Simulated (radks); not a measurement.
The numbers below are computed, except where a source is named.
Problem. All-electron atom: Pr in [Xe] 4f2 6s2 6p1 (not the ground configuration). Code: a radial shooting solver on a logarithmic mesh with Libxc functionals. Model: Dirac Kohn-Sham, LDA (Slater exchange, Perdew-Wang correlation), spin-unpolarised, spherical densities, finite nucleus; open shells are shared between the two j in proportion to 2j + 1; Fermi nuclear charge, rms radius 4.8919 fm. Some entries of the table are withheld. Estimate them.

orbital      occ.  eigenvalue (hartree)  <1/r> (bohr^-1)
1s1/2           2             -1533.961            64.63
2s1/2           2             -247.0185            15.27
2p1/2           2             -233.5914            15.26
2p3/2           4             -215.8940            13.77
3s1/2           2                   (1)            5.517
3p1/2           2             -47.85844            5.435
3p3/2           4             -44.35477            5.062
3d3/2           4             -34.31856            4.932
3d5/2           6             -33.56278            4.837
4s1/2           2             -10.92589            2.297
4p1/2           2              -8.78031            2.194
4p3/2           4              -8.01642            2.069
4d3/2           4              -4.48257            1.852
4d5/2           6              -4.34779            1.821
5s1/2           2              -1.66451              (2)
5p1/2           2              -1.06954           0.8021
5p3/2           4              -0.95543           0.7579
4f5/2    0.857143              -0.35826            1.284
4f7/2     1.14286              -0.34367            1.272
6s1/2           2              -0.19038           0.3183
6p1/2    0.333333              -0.08885           0.2479
6p3/2    0.666667              -0.07900           0.2350

Solution. 
(1) 3s1/2 eigenvalue (hartree): -53.58458
(2) 5s1/2 <1/r> (bohr^-1): 0.9054
